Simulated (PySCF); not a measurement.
An excited-state table with gaps

Species: (BeTe)3 ring, Be3Te3.
Bonds: Be1–Te2, Be1–Te6, Te2–Be3, Be3–Te4, Te4–Be5, Be5–Te6.

Computed with TDDFT PBE0/def2-SVPD, vertical, gas phase, core orbitals frozen in the response, def2 core potentials past Kr in PySCF 2.14.0, density-fitted response routines. Isolated species at its PBE0-D3(BJ)/def2-SVP geometry, gas phase. Spin–orbit coupling is left out.

Orbital energies (eV): HOMO-3 -8.10, HOMO-2 -7.76, HOMO-1 -6.74, HOMO -6.74, LUMO -3.18, LUMO+1 -1.10, LUMO+2 -0.99.

Lowest singlets, with some entries withheld (?). Orbitals of the list HOMO-3 to LUMO+2 that lie within 0.01 eV of each other are written together with a slash and their weights summed (≥ marks a lower bound); for degenerate orbitals outside that list single weights are arbitrary.

| state | λ (nm) | f | main configurations (H = HOMO, L = LUMO) |
| --- | --- | --- | --- |
| S1 | 520.4 | 0.0000 | H-1/H→L (99%) |
| S2 | 520.0 | 0.0000 | H-1/H→L (99%) |
| S3 | 371.1 | 0.0018 | H-2→L (99%) |
| S4 | 331.3 | ? | ? |
| S5 | ? | ? | H-4→L (90%) |
| S6 | ? | ? | H-5→L (90%) |
| S7 | 263.3 | ? | H-1/H→L+2 (≥96%) |
| S8 | 263.1 | ? | H-1/H→L+2 (≥96%) |
| S9 | ? | 0.0039 | H-6→L (60%), H-1/H→L+3 (≥12%), H-1/H→L+4 (≥11%) |
| S10 | ? | 0.0046 | H-7→L (59%), H-1/H→L+3 (≥13%), H-1/H→L+4 (≥10%) |

What stands in place of each question mark?

- S4: f = 0.0000; H-3→L (99%)
- S5: λ = 301.7 nm; f = 0.0035
- S6: λ = 301.1 nm; f = 0.0033
- S7: f = 0.0001
- S8: f = 0.0000
- S9: λ = 259.5 nm
- S10: λ = 259.4 nm

What is the vertical ionisation energy by ΔSCF at this level?

8.30 eV; −ε(HOMO) is 6.74 eV.

Where do the lowest triplets lie (Tamm–Dancoff)?

T1 2.28 eV, H-1/H→L (99%); T2 2.28 eV, H-1/H→L (99%); T3 3.14 eV, H-2→L (98%). E(S1) − E(T1) = +0.11 eV.

What is the mean static polarisability from the same response equations?

177.1 au (26.24 Å³), with principal values 125.0, 203.0 and 203.1 au.
